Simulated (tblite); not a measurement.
C7H6O2.
SMILES with atom numbers: `[CH:1]#[C:2][C:3]1=[CH:4][CH2:5][C@H:6]1[O:7][CH:8]=[O:9]` (hydrogens: H10 on C1; H11 on C4; H12, H13 on C5; H14 on C6; H15 on C8)

Computed with GFN2-xTB (tblite), gas phase: L-BFGS steps from a force-field or distance-geometry start until the largest atomic force falls under 0.01 eV/Å.

Step 5: E = -708.9691 eV
```
atom  x, y, z in Å  |  force x, y, z in eV/Å
C1      1.9136    1.6646    2.5382   -0.116  -0.114  -0.147
C2      1.4059    0.8886    1.7703   -0.091  -0.019  -0.088
C3      0.8167   -0.0302    0.8908   -0.179  -0.661  -0.237
C4      0.7907   -1.3805    0.8049   -0.173   0.618  -0.183
C5     -0.0680   -1.4314   -0.4261   -0.021  -0.061  -0.033
C6     -0.0109    0.1214   -0.3826   -0.141  -0.016  -0.067
O7     -1.2617    0.7911   -0.2346   -0.140   0.091   0.010
C8     -2.0795    0.7907   -1.2790    0.152  -0.002   0.142
O9     -1.8867    0.2715   -2.3369    0.061  -0.033  -0.062
H10     2.3480    2.3422    3.2103    0.017   0.011  -0.001
H11     1.2131   -2.1700    1.3764    0.227  -0.238   0.257
H12     0.3609   -1.8891   -1.3254    0.067   0.136   0.211
H13    -1.0667   -1.8619   -0.2974    0.121   0.193   0.122
H14     0.5149    0.5410   -1.2421    0.109   0.130  -0.029
H15    -2.9945    1.3600   -1.0312    0.109  -0.035   0.105
```

Step 6: E = -708.9796 eV
```
atom  x, y, z in Å  |  force x, y, z in eV/Å
C1      1.9099    1.6608    2.5336   -0.046  -0.011  -0.045
C2      1.4032    0.8857    1.7667   -0.143  -0.093  -0.157
C3      0.8137   -0.0338    0.8885   -0.118  -0.229  -0.139
C4      0.7890   -1.3757    0.8050   -0.056   0.027  -0.063
C5     -0.0669   -1.4305   -0.4249   -0.047   0.011  -0.033
C6     -0.0116    0.1228   -0.3820   -0.139  -0.023  -0.114
O7     -1.2624    0.7923   -0.2334   -0.067   0.054   0.015
C8     -2.0757    0.7890   -1.2784    0.000   0.081   0.149
O9     -1.8865    0.2718   -2.3373    0.101  -0.061  -0.080
H10     2.3451    2.3374    3.2052    0.026   0.028   0.013
H11     1.2155   -2.1705    1.3779    0.141  -0.076   0.151
H12     0.3618   -1.8861   -1.3204    0.108   0.081   0.112
H13    -1.0631   -1.8574   -0.2949    0.021   0.136   0.124
H14     0.5153    0.5429   -1.2412    0.098   0.126  -0.019
H15    -2.9918    1.3592   -1.0288    0.123  -0.050   0.087
```

Step 7: E = -708.9878 eV
```
atom  x, y, z in Å  |  force x, y, z in eV/Å
C1      1.9050    1.6564    2.5277   -0.031   0.008  -0.024
C2      1.3981    0.8815    1.7608   -0.123  -0.055  -0.118
C3      0.8081   -0.0385    0.8833   -0.012   0.087   0.014
C4      0.7871   -1.3757    0.8050    0.021  -0.271   0.013
C5     -0.0667   -1.4285   -0.4240   -0.057   0.024  -0.041
C6     -0.0149    0.1239   -0.3842   -0.043  -0.019  -0.092
O7     -1.2636    0.7946   -0.2309    0.007  -0.003  -0.029
C8     -2.0722    0.7883   -1.2769   -0.067   0.058   0.013
O9     -1.8844    0.2715   -2.3382    0.102  -0.004   0.066
H10     2.3424    2.3326    3.1999    0.009   0.006  -0.011
H11     1.2200   -2.1708    1.3815    0.061   0.040   0.055
H12     0.3651   -1.8818   -1.3136    0.130   0.007  -0.018
H13    -1.0594   -1.8503   -0.2898   -0.111   0.054   0.106
H14     0.5176    0.5473   -1.2404    0.046   0.100   0.007
H15    -2.9866    1.3575   -1.0246    0.068  -0.031   0.061
```

Task: Estimate the geometry and energy of step 8. (The exact step hangs on the optimiser's Hessian estimate; all steps are aligned on step 7, rigid shifts and turns removed.)

Result: E = -708.9917 eV, largest force 0.223 eV/Å
```
atom  x, y, z in Å  |  force x, y, z in eV/Å
C1      1.9010    1.6532    2.5230   -0.018   0.023  -0.008
C2      1.3933    0.8787    1.7557   -0.064   0.028  -0.030
C3      0.8045   -0.0409    0.8805    0.009   0.077   0.031
C4      0.7861   -1.3785    0.8050    0.037  -0.218   0.030
C5     -0.0674   -1.4271   -0.4239   -0.047  -0.010  -0.042
C6     -0.0172    0.1243   -0.3867    0.039  -0.017  -0.037
O7     -1.2641    0.7959   -0.2300    0.048  -0.027  -0.029
C8     -2.0708    0.7885   -1.2761   -0.058   0.037  -0.015
O9     -1.8815    0.2716   -2.3372    0.090   0.006   0.074
H10     2.3407    2.3294    3.1960   -0.016  -0.028  -0.047
H11     1.2239   -2.1706    1.3846    0.021   0.071   0.011
H12     0.3693   -1.8790   -1.3097    0.109  -0.031  -0.075
H13    -1.0591   -1.8450   -0.2849   -0.155   0.011   0.072
H14     0.5195    0.5517   -1.2396    0.012   0.073   0.021
H15    -2.9825    1.3560   -1.0211   -0.005   0.003   0.044
```

The energy changes by -0.0038 eV. The first-order estimate −F·Δx gives -0.0055 eV and the mean of the old and new forces, exact on a quadratic surface, -0.0039 eV. The step makes an angle of 53° with the force vector and moves no atom by more than 0.008 Å.

What follows is the cost of the whole relaxation. On an Arm Neoverse N1 with one thread, shared host, this took 1.2 s of wall time.
